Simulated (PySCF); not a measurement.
Si(F)(OH)(SH)2 (FH3OS2Si), SMILES [Si](S)(O)(S)F. Coordinates come from a PBE-D3(BJ)/def2-SVP optimisation. This is a generated structure with no PubChem entry under its InChIKey; it may be hypothetical. One conformer was computed; it need not be the lowest.

Calculation: PBE-D3(BJ)/def2-SVP (PySCF).

Harmonic wavenumbers (cm⁻¹): 115, 144, 183, 231, 242, 260, 275, 322, 455, 575, 697, 716, 800, 880, 922, 2610, 2619, 3740. Rotational constants (GHz): 2.761, 1.858, 1.552; symmetry number 1.

Work out the zero-point energy and the ideal-gas rigid-rotor harmonic-oscillator thermochemistry at 298.15 K and 1 atm.

ZPE = ½ Σ hcν = ½ × 15785 cm⁻¹ = 94.41 kJ/mol. H − E(el) = 117.77 kJ/mol. Entropy in J/(mol K): translation 169.47, rotation 117.54, vibration 78.59, total 365.60. G − E(el) = 8.77 kJ/mol. Cp = 117.35 J/(mol K). Modes under 150 cm⁻¹ make the vibrational entropy uncertain.
